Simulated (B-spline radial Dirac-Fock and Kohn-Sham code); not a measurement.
Free-atom binding energies and absorption edges of Al

Model: Dirac-Fock energy differences between relaxed states, corrected for Breit and QED terms. Program: a B-spline atomic structure program. Electron correlation is not included.

Two models are given for [Ne] 3s2 3p1. In the first the electron is removed to infinity. In the second it is placed in the 3p shell, so that the atom stays neutral; this mimics a hole screened by valence charge, or the onset of absorption below the ionisation limit. The tabulated edges (Elam, Ravel and Sieber, Radiat. Phys. Chem. 63, 121 (2002)) refer to the element in its standard state, with the Fermi level as zero for a metal.

| level | ionised (eV) | screened (eV) | tabulated (eV) | ionised − table | screened − table |
| --- | --- | --- | --- | --- | --- |
| 1s | 1568.1 | 1560.8 | 1559.0 | +9.1 | +1.8 |
| 2s | 128.0 | 121.0 | 117.8 | +10.2 | +3.2 |
| 2p1/2 | 80.99 | 73.93 | 72.90 | +8.1 | +1.0 |
| 2p3/2 | 80.58 | 73.55 | 72.50 | +8.1 | +1.1 |

The screened model lies closer: the mean absolute deviations are 8.9 eV (ionised) and 1.8 eV (screened). Screening lowers the levels by 7.1 eV on average.

Values without a named source are computed, but for edge energies of neutral atoms, which are taken from tables.
